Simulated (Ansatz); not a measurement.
Computed with Ansatz on PBE0-D4/def2-TZVP structures; ΔE is electronic, products minus reactants. CBS: MP2 limit from def2 TZ/QZ plus the TZ coupled-cluster correction, frozen cores. This one scheme is used for every species. DFT in def2-TZVPP. B3LYP here is the variant with VWN-RPA as its local correlation; programs differ in this. One conformer a species, not always the lowest.

Consider the silylene formation by 1,1-elimination: `C=N[SiH](N)O` → `C=NO` + `N[SiH]`.

```tsv
level	ΔE (eV)
B3LYP-D4	4.87
ωB97X-V	5.00
ωB97M-V	4.94
B3LYP	4.70
MP2/def2-TZVPP	5.29
CCSD/def2-TZVPP	5.01
HF/CBS(def2)	5.28
CCSD/CBS(def2)	5.12
```

Task: What does CCSD(T)/CBS give? (Estimate.)

Result: Ansatz gave: +5.07 eV. The listed levels differ from it by -0.20, -0.07, -0.13, -0.37, 0.22, -0.06, 0.21, 0.05 eV.

Largest T1 diagnostic among the species: 0.015.

From PBE to PBE0 (25 % exact exchange), in def2-TZVPP and without D4, ΔE moves by +0.35 eV. The D4 term adds +0.16 eV with B3LYP and +0.09 eV with PBE0; it sums over pairs of atoms, weighted by their polarisabilities, and B3LYP, whose exchange is more repulsive, gets the larger term.
